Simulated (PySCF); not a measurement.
## Computed NMR parameters against published values

Geometry:
```csv
atom,x (Å),y (Å),z (Å)
F1,-0.767,2.584,0.080
C2,-0.404,1.294,0.039
C3,-1.378,0.311,0.009
C4,-1.000,-1.020,-0.034
C5,0.338,-1.371,-0.046
C6,1.303,-0.380,-0.016
F7,2.599,-0.716,-0.028
C8,0.947,0.964,0.027
F9,1.884,1.919,0.057
H10,-2.415,0.605,0.020
H11,-1.756,-1.788,-0.058
H12,0.650,-2.402,-0.078
```

What is known from experiment: δ ¹⁹F F1/F7 -135.4; F9 -161.8 ppm (measured; G. Saielli, R. Bini, A. Bagno, Computational 19F NMR. 2. Organic compounds, RSC Adv. 2014, ESI (exp. from Berger-Braun-Kalinowski 1994 and Everett 1995)).

- GFN2-xTB structure
- GIAO PBE0/pcSseg-1 shieldings
- program: PySCF 2.14.0 with density-fitted response routines
- one conformer, one averaged value for each set of equivalent atoms, relativity neglected, in vacuum

**Question.** What does the calculation give, and how does it compare?

**Answer.** 
Reference values: measured (G. Saielli, R. Bini, A. Bagno, Computational 19F NMR. 2. Organic compounds, RSC Adv. 2014, ESI (exp. from Berger-Braun-Kalinowski 1994 and Everett 1995)).
```csv
atoms,quantity,reference,computed,"computed, scaled"
F1/F7,δ ¹⁹F vs CFCl3,-135.4,-139.4,-134.1
F9,δ ¹⁹F vs CFCl3,-161.8,-172.5,-163.9
```

Computed shifts are σ(ref) − σ with the named reference compound (TMS for H and C) calculated as an isolated molecule at the same level. The measured values may be among those fitted. Shieldings were converted by a linear fit to measured shifts: ¹⁹F (scatter 6.0 ppm rms, 7.0 ppm with the 5 outliers that the fit left out vs CFCl3, solution or neat liquid, with a term for F on sp3 carbon). Occasional misses reach two or three times the rms, and more in compound classes unlike the fitted ones.

**Question.** How far are the unscaled ¹⁹F shifts from the references?

**Answer.** Mean signed difference -7.35 ppm, mean absolute 7.35 ppm over 2 comparisons; the largest is -10.7 ppm at F9 (aryl fluorine).
